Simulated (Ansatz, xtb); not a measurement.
**Two isomers of CH4STe**

Structure X: `CS[TeH]`, a singlet. Structure Y: `C[Te]S`, a singlet. Both are isolated molecules in the gas phase, relaxed with PBE0-D3(BJ)/def2-SVP; the shapes shown needn't be the lowest conformers.

X (Å):

```xyz
7

C     0.7434    0.0721   -0.7735
S     0.4114    1.8083   -1.1854
Te   -0.9801    2.5499    0.6284
H     1.2237   -0.0260    0.2093
H     1.4382   -0.2870   -1.5487
H    -0.1726   -0.5334   -0.8076
H    -2.4312    2.0570   -0.0443
```

Y (Å):

```
atom    x (Å)    y (Å)    z (Å)
   C   0.0852  -0.1492   0.1177
   S  -0.7437   2.6355  -1.6806
  Te   0.2295   0.4451  -1.9481
   H  -0.9554  -0.0463   0.4480
   H   0.3924  -1.2039   0.1715
   H   0.7528   0.4664   0.7324
   H   0.4013   3.2999  -1.4008
```

**Question.** Estimate E(Y) − E(X) at the level CCSD(T)/def2-TZVP.

**Answer.** Calculated at CCSD(T)/def2-TZVP: E(Y) − E(X) = −0.220 eV, so structure Y lies lower.

How the difference moves with the method:

| level | geometry | E(Y) − E(X) (eV) | departure from the last row (eV) | job, with rough time for the two |
| --- | --- | --- | --- | --- |
| GFN2-xTB | GFN2-xTB | +0.098 | +0.318 | optimisation, 0.17 s |
| HF/STO-3G | GFN2-xTB | −0.065 | +0.155 | single point, 1.6 s |
| r2SCAN-D4/def2-SVP | GFN2-xTB | −0.148 | +0.072 | single point, 7.8 s |
| PBE0-D3(BJ)/def2-SVP | PBE0-D3(BJ)/def2-SVP | −0.146 | +0.074 | optimisation, 69 s |
| HF/def2-TZVP | PBE0-D3(BJ)/def2-SVP | −0.176 | +0.044 | part of the CCSD(T) run |
| MP2/def2-TZVP | PBE0-D3(BJ)/def2-SVP | −0.241 | −0.022 | part of the CCSD(T) run |
| CCSD(T)/def2-TZVP | PBE0-D3(BJ)/def2-SVP | −0.220 |  | single point, 3.2 min |

As drawn, Y has 1 C–Te, 1 S–H in place of 1 C–S, 1 Te–H.

GFN2-xTB puts the two in the other order. The largest departure from CCSD(T)/def2-TZVP is that of GFN2-xTB, 0.318 eV.

With harmonic frequencies from PBE0-D3(BJ)/def2-SVP (ideal gas, rigid rotor, one conformer each, 298.15 K, 1 atm): on the last row, ΔE + ΔZPE = −0.209, ΔH = −0.203, ΔG = −0.223 eV.

The correlated steps freeze 10 core orbitals; the filled d shell of Te is correlated, in a basis made for valence electrons. Atoms past krypton carry core potentials in the def2 sets, other sets are all-electron and non-relativistic, and no spin–orbit term is included. Codes used: Ansatz 0.2.0, xtb 6.7.1; the last row on 1 thread of Arm Neoverse N1 on a shared host.
